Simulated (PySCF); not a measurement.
## Zinc: a sound run and one with changed settings

Sound run: Zn [Ar] 3d10 4s2, Zn⁺ [Ar] 3d10 4s1. Computed with PySCF 2.14 in pcseg-2 (6s4p3d2f1g, 56 functions), with no relativity, point nucleus. In the sound run the correlated levels freeze [Ar]. The sound run starts from symmetry-adapted Hartree-Fock orbitals and uses a fine grid where one is needed.

Changed run: a valence shell is frozen. This setting is unsound on purpose.

| species | method | sound run (hartree) | changed run (hartree) | converged |
| --- | --- | --- | --- | --- |
| Zn | MP2 | -1778.24467 | -1777.83763 | yes |

Ionisation energy of Zn:

```
 method  sound run (eV)  changed run (eV)
    UHF           7.656             7.656
    MP2           8.885             8.246
SCS-MP2           8.899             8.364
```

Freezing a valence shell removes pair correlation that changes on ionisation.

For comparison, NIST gives 9.394 eV between the lowest levels.
